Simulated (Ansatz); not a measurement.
The cluster Hg₂TeF₂, relaxed as a singlet with RKS PBE0-D4/def2-SVP in Ansatz, starting from the GFN1-xTB geometry. Force threshold 0.02 eV/Å.

In the def2 sets Hg, Te take a core potential; there is no spin–orbit coupling. The structure comes from a short search, and lower isomers may exist.

Start:

Cartesian coordinates in Å:
```
Hg -1.957 -0.389 -0.719
Hg 2.126 -0.277 -0.123
Te -0.151 0.374 1.054
F 3.725 0.516 0.218
F -3.743 -0.225 -0.430
```

| step | energy (eV) | largest force component (eV/Å) | SCF passes |
| --- | --- | --- | --- |
| 1 | -21069.3049 | 4.558 | 18 |
| 2 | -21070.6163 | 1.090 | 29 |
| 3 | -21071.1196 | 0.895 | 25 |
| 4 | -21071.4823 | 0.740 | 25 |
| 5 | -21071.6822 | 0.443 | 25 |
| 6 | -21071.8197 | 0.240 | 25 |
| 7 | -21071.8950 | 0.384 | 26 |
| 8 | -21071.9383 | 0.542 | 25 |
| 9 | -21071.9843 | 0.070 | 24 |
| 10 | -21071.9898 | 0.141 | 24 |
| 11 (rejected) | -21071.9879 | 0.208 | 24 |
| 12 | -21071.9967 | 0.006 | 25 |
| 13 (rejected) | -21071.9943 | 0.050 | 25 |
| 14 | -21071.9967 | 0.006 | 25 |

Force components are those of the run's own axes.

End:

Cartesian coordinates in Å:
```
Hg -1.866 -0.123 -0.010
Hg 1.826 0.184 0.359
Te -0.224 0.339 1.963
F 3.381 0.070 -0.832
F -3.117 -0.470 -1.480
```

By distances, no bond broke or formed. The bond that changes most is Hg2–F4, from 1.82 to 1.96 Å (atoms count from 1). The end is the same structure that another start reached, the lowest one found.

The force fell under the threshold at step 12, but the optimiser went on. No frequencies were taken in this run, so the end may be a saddle point.

Run time 46 s (4 threads of Arm Neoverse N1 on a shared host).
